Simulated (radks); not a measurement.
Results of a calculation; reference values are marked as such.
Mean orbital radii <r> (bohr) of the caesium ion Cs14+, [Kr] 4d5, of relativity; Dirac values are averaged over j with weights 2j + 1. Spin-unpolarised spherical Kohn-Sham, PBEsol, point nucleus unless stated (finite: rms radius 4.8041 fm), a radial shooting solver on a logarithmic mesh with Libxc functionals. A level marked "c x" has the speed of light scaled by that factor and shares open shells by 2j + 1; other Dirac levels either fill j = l - 1/2 first or share by 2j + 1.

shell       non-rel.
1s           0.02764
2s            0.1187
2p            0.1010
3s            0.3124
3p            0.3023
3d            0.2724
4s            0.6928
4p            0.7089
4d            0.7420
5s (empty)     1.327
5p (empty)     1.383

Give the values at the level "Dirac, c x 100".

Answer. 
shell       Dirac, c x 100  change of magnitude (%)
1s                 0.02763                    0.00
2s                  0.1187                    0.00
2p                  0.1010                    0.00
3s                  0.3123                    0.00
3p                  0.3023                    0.00
3d                  0.2724                    0.00
4s                  0.6928                    0.00
4p                  0.7089                    0.00
4d                  0.7420                    0.00
5s (empty)           1.327                    0.00
5p (empty)           1.383                    0.00
